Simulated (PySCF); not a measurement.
## Deuteron quadrupole couplings in `[H]/N=C1/CC[C@@H]1C(=O)OC`

C₆H₉NO₂.
Cartesian coordinates in Å at the GFN2-xTB level; atoms count from 1:
```xyz
18
C6H9NO2 angstrom
C      2.982    0.085    0.577
O      1.785    0.414   -0.116
C      0.816   -0.515   -0.114
O      0.920   -1.598    0.398
C     -0.416    0.019   -0.787
C     -1.608   -0.949   -0.858
C     -2.381   -0.093    0.163
C     -1.239    0.874    0.186
N     -1.080    1.954    0.782
H      3.263   -0.950    0.376
H      2.837    0.212    1.652
H      3.745    0.771    0.216
H     -0.138    0.545   -1.700
H     -1.357   -1.948   -0.510
H     -2.071   -1.008   -1.840
H     -2.556   -0.571    1.124
H     -3.318    0.339   -0.184
H     -0.193    2.426    0.624
```

Level: PBE0/pcSseg-1 (PySCF, non-relativistic); Q(2H) = 0.00286 b; rigid geometry, the same for H and D, with no vibrational averaging.

**Question.** Rank these positions by the coupling χzz of a deuteron there, largest first.
A. H18 (N–H hydrogen)
B. H11 (methyl hydrogen)
C. H16 (methylene hydrogen)
D. H14 (methylene hydrogen)

**Answer.** A (262 kHz), C (210 kHz), D (206 kHz), B (199 kHz).

**Question.** What are Vzz, η and χzz (234.96 MHz × Q × Vzz) at all hydrogens?

**Answer.** 
| atom | bonded to | bond length (Å) | Vzz (au) | η | χzz (kHz) |
| --- | --- | --- | --- | --- | --- |
| H10 | C1 | 1.091 | 0.2942 | 0.10 | 198 |
| H11 | C1 | 1.092 | 0.2966 | 0.09 | 199 |
| H12 | C1 | 1.087 | 0.3065 | 0.08 | 206 |
| H13 | C5 | 1.090 | 0.3080 | 0.03 | 207 |
| H14 | C6 | 1.088 | 0.3066 | 0.01 | 206 |
| H15 | C6 | 1.087 | 0.3155 | 0.01 | 212 |
| H16 | C7 | 1.088 | 0.3130 | 0.00 | 210 |
| H17 | C7 | 1.088 | 0.3143 | 0.01 | 211 |
| H18 | N9 | 1.017 | 0.3897 | 0.04 | 262 |

**Question.** Average by the element that carries the hydrogen.

**Answer.** on C: 206 kHz over 8 positions, mean bond length 1.089 Å; on N: 262 kHz over 1 position, mean bond length 1.017 Å.

One conformer (not necessarily the lowest) at the GFN2-xTB geometry, without solvent, vibrations or thermal averaging. GFN2-xTB bond lengths can be off by several hundredths of an ångström, more for odd bonds, and the gradients follow them. These gradients aren't converged with respect to the basis.
